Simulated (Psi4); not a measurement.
C2H5S, doublet, at a GFN2-xTB geometry. Base run: TPSS/6-31G run with Psi4 1.11.

Input for Psi4:
```
memory 2 GB

molecule mol {
0 2
  C     0.005961    1.318105   -0.607329
  S    -0.171148    0.115116    0.583727
  C     0.222020   -1.373632   -0.385197
  H     0.710619    1.157904   -1.399658
  H    -0.226497    2.316277   -0.297022
  H     0.132268   -2.225304    0.280552
  H    -0.483491   -1.459379   -1.206035
  H     1.237578   -1.298185   -0.762312
}

set basis 6-31g
set reference uks

energy('tpss')
print_variables()
```

The base run was repeated with changes; each row names its change, and settings that it needs were set with it.

```json
[
 {"change": "base", "E (Eh)": "-477.31927", "SCF-reference dipole (D)": "1.62", "SCF-reference <S^2>": "0.753", "core-seconds (rough)": "30"},
 {"change": "functional = svwn", "E (Eh)": "-475.78669", "SCF-reference dipole (D)": "1.65", "SCF-reference <S^2>": "0.751", "core-seconds (rough)": "7"},
 {"change": "functional = wb97x", "E (Eh)": "-477.24652", "SCF-reference dipole (D)": "1.70", "SCF-reference <S^2>": "0.754", "core-seconds (rough)": "10"},
 {"change": "functional = b3lyp5", "E (Eh)": "-477.17220", "SCF-reference dipole (D)": "1.61", "SCF-reference <S^2>": "0.753", "core-seconds (rough)": "10"},
 {"change": "functional = bhhlyp", "E (Eh)": "-477.21479", "SCF-reference dipole (D)": "1.67", "SCF-reference <S^2>": "0.755", "core-seconds (rough)": "10"},
 {"change": "functional = m06", "E (Eh)": "-477.19382", "SCF-reference dipole (D)": "1.58", "SCF-reference <S^2>": "0.754", "core-seconds (rough)": "20"},
 {"change": "functional = scan", "E (Eh)": "-477.26587", "SCF-reference dipole (D)": "1.67", "SCF-reference <S^2>": "0.754", "core-seconds (rough)": "20"},
 {"change": "functional = pbe0", "E (Eh)": "-477.03700", "SCF-reference dipole (D)": "1.66", "SCF-reference <S^2>": "0.753", "core-seconds (rough)": "10"},
 {"change": "functional = mn15", "E (Eh)": "-477.02068", "SCF-reference dipole (D)": "1.69", "SCF-reference <S^2>": "0.753", "core-seconds (rough)": "20"},
 {"change": "functional = wb97m-v", "E (Eh)": "-477.19818", "SCF-reference dipole (D)": "1.63", "SCF-reference <S^2>": "0.753", "core-seconds (rough)": "200"},
 {"change": "functional = wb97x-v", "E (Eh)": "-477.18600", "SCF-reference dipole (D)": "1.69", "SCF-reference <S^2>": "0.753", "core-seconds (rough)": "200"},
 {"change": "functional = hf (with energy('scf'))", "E (Eh)": "-476.03279", "SCF-reference dipole (D)": "1.80", "SCF-reference <S^2>": "0.763", "core-seconds (rough)": "3"},
 {"change": "functional = b2plyp", "E (Eh)": "-476.97152", "SCF-reference dipole (D)": "-", "SCF-reference <S^2>": "0.756", "core-seconds (rough)": "10"}
]
```

Totals shift with the method and basis; they matter in differences.

Open shells are given as the SCF converged; they aren't shown to be the lowest states, and a large step between rows can be another state.
